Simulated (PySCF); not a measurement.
This PySCF input asks for the NMR shieldings of SMILES CC[BH2-][NH2+]c1ccccc1, C₈H₁₄BN; the geometry comes from GFN2-xTB.

```python
import basis_set_exchange as bse
import numpy as np
from pyscf import gto, dft
from pyscf.prop import nmr

atoms = """
C    -3.462100   -0.178927    0.223316
C    -2.707557    1.021609   -0.353796
B    -1.210567    0.700378   -0.902870
N    -0.362706    0.193150    0.457734
C     0.999422   -0.129176    0.202270
C     1.346349   -1.413691   -0.191164
C     2.664020   -1.713651   -0.487026
C     3.639877   -0.736080   -0.388999
C     3.293319    0.546108    0.002334
C     1.976670    0.851175    0.298053
H    -4.499859    0.072916    0.443170
H    -3.460509   -1.002503   -0.488305
H    -3.014494   -0.530809    1.155960
H    -3.295728    1.412104   -1.186535
H    -2.699469    1.816433    0.401348
H    -1.161989   -0.214996   -1.662240
H    -0.634780    1.668152   -1.290444
H    -0.893615   -0.610840    0.778441
H    -0.458337    0.961765    1.114211
H     0.582031   -2.172212   -0.273986
H     2.928664   -2.714172   -0.794092
H     4.667527   -0.972015   -0.619082
H     4.050093    1.312366    0.078071
H     1.702004    1.852680    0.594696
"""
names = dict.fromkeys(["C", "B", "N", "H"], "pcSseg-1")
basis = {el: gto.basis.parse(bse.get_basis(n, elements=[el], fmt="nwchem")) for el, n in names.items()}
mol = gto.M(atom=atoms, basis=basis, charge=0, verbose=0)
mf = dft.RKS(mol, xc="PBE0")
mf.grids.level = 2
mf.grids.alignment = dft.numint.BLKSIZE   # the property module wants whole blocks of grid points
mf.conv_tol = 1e-9
mf.kernel()

calc = nmr.RKS(mf)   # GIAO
C = mf.mo_coeff
Co = C[:, mf.mo_occ > 0]
resp = mf.gen_response(singlet=True, hermi=2)
def vind(x):   # induced exchange potential for any number of trial vectors
    d = np.einsum("pi,xij,qj->xpq", C, 2 * x.reshape(-1, C.shape[1], Co.shape[1]), Co, optimize=True)
    return np.einsum("xpq,pi,qj->xij", resp(d - d.transpose(0, 2, 1)), C, Co, optimize=True).ravel()
mo1, _ = nmr.rhf.solve_mo1(calc, with_cphf=vind)
sigma = calc.kernel(mo1)
for i, s in enumerate(sigma):   # ppm
    print("%2d %-2s %9.2f" % (i, mol.atom_pure_symbol(i), np.trace(s) / 3))
```

Q: What are the results?

A: 
```
 0 C     171.18
 1 C     170.52
 2 B     106.75
 3 N     181.39
 4 C      40.27
 5 C      61.16
 6 C      52.00
 7 C      55.29
 8 C      51.95
 9 C      61.02
10 H      30.11
11 H      30.70
12 H      31.15
13 H      30.86
14 H      31.38
15 H      29.42
16 H      29.19
17 H      26.61
18 H      27.56
19 H      24.45
20 H      24.01
21 H      24.17
22 H      24.02
23 H      24.44
```

These numbers come from an equivalent density-fitted implementation of the same equations, which agrees with the script to about 0.01 ppm for H and up to a few tenths of a ppm for heavy atoms, so last digits may differ.

Size and cost of the density-fitted run: 240 basis functions, 100 s wall time on 1 thread of an Arm Neoverse N1, shared host; peak memory 1.1 GiB.
